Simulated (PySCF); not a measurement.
**Telling isomers of C6H6O2Si apart by NMR**

[PySCF 2.14: GFN2-xTB structure; σ from GIAO-PBE0/pcSseg-1; equivalent nuclei averaged; a single conformation; non-relativistic Hamiltonian; no solvent model]

Scale: 1H (31.72 ppm), 13C (186.93 ppm) vs TMS (reference shieldings calculated alike). Where no couplings were computed, multiplicities follow the n + 1 count of equivalent neighbours, and m marks all less simple cases (inequivalent or close neighbours, rings, F or P nearby). Acid and N–H amide carbonyl carbons lie up to 10 ppm further downfield in solution (hydrogen bonding). Shifts are as computed. Against solution values, carbons near 30 ppm lie about +3 ppm off and those near 130 ppm about +5 ppm. Of 1309 compounds with measured shifts, 239 miss one by over three times the rms of a fit or turn the order of signals round; such compounds aren't used in these exercises. OH and NH positions are gas-phase values without hydrogen bonding to other molecules.

(1) Tabulate the signals of `C#C[C@@H]1C(=O)[SiH2][C@@H]1C=O`, `O=C(O)C#CC1=CC[SiH2]1`, `C#C[C@@H]([SiH3])C(=C=O)C=O`, `C#Cc1cc([SiH2]O)co1` and their relative energies.

(2) What is the quickest way to tell O=C(O)C#CC1=CC[SiH2]1 from C#C[C@@H]([SiH3])C(=C=O)C=O?

(3) What is the quickest way to tell C#C[C@@H]1C(=O)[SiH2][C@@H]1C=O from C#C[C@@H]([SiH3])C(=C=O)C=O?

(4) What is the quickest way to tell C#C[C@@H]1C(=O)[SiH2][C@@H]1C=O from C#Cc1cc([SiH2]O)co1?

## Answers

(1) 
```tsv
SMILES	carbon types	δC	δH	E rel. (kcal/mol)
C#C[C@@H]1C(=O)[SiH2][C@@H]1C=O	2×C 4×CH	226.2, 205.7, 91.3, 78.5, 57.5, 37.0	10.59 (d, 1H), 5.53 (m, 1H), 5.29 (m, 1H), 4.16 (m, 1H), 3.19 (m, 1H), 2.45 (d, 1H)	45.4
O=C(O)C#CC1=CC[SiH2]1	4×C 1×CH 1×CH2	177.6, 159.9, 133.0, 90.6, 90.2, 20.4	7.70 (t, 1H), 6.26 (br s, 1H), 5.14 (m, 2H), 2.06 (m, 2H)	22.4
C#C[C@@H]([SiH3])C(=C=O)C=O	3×C 3×CH	208.1, 185.3, 85.8, 79.0, 59.3, 8.5	9.94 (s, 1H), 4.00 (d, 3H), 2.97 (m, 1H), 1.76 (d, 1H)	40.1
C#Cc1cc([SiH2]O)co1	3×C 3×CH	155.9, 143.2, 129.3, 119.9, 92.6, 78.6	7.68 (m, 1H), 6.96 (m, 1H), 5.68 (s, 2H), 3.14 (s, 1H), 0.96 (br s, 1H)	0.0
```

Energies are electronic energies at PBE0/pcSseg-1 on these geometries, without zero-point or thermal terms, each for the one conformer computed, which needn't be the lowest.

(2) Both give the same number of carbon signals, but DEPT or the intensities differ. The first has an allylic sp3 CH2 bonded to Si at 20.4 ppm, the second a terminal alkyne carbon (CH) at 79.0 ppm. Their most deshielded carbons lie at 177.6 and 208.1 ppm. In the proton spectra the most deshielded non-exchanging signals are 7.70 (t, 1H) and 9.94 (s, 1H).

(3) Both give the same number of carbon signals, but DEPT or the intensities differ. The first has an sp3 CH bonded to Si, α to a carbonyl at 37.0 ppm, the second an allylic sp3 CH bonded to Si at 8.5 ppm. Their most deshielded carbons lie at 226.2 and 208.1 ppm. In the proton spectra the most deshielded non-exchanging signals are 10.59 (d, 1H) and 9.94 (s, 1H).

(4) Both give the same number of carbon signals, but DEPT or the intensities differ. The first has a carbonyl carbon (C) at 226.2 ppm, the second a substituted aromatic carbon next to the ring oxygen (C) at 143.2 ppm. Their most deshielded carbons lie at 226.2 and 155.9 ppm. In the proton spectra the most deshielded non-exchanging signals are 10.59 (d, 1H) and 7.68 (m, 1H).
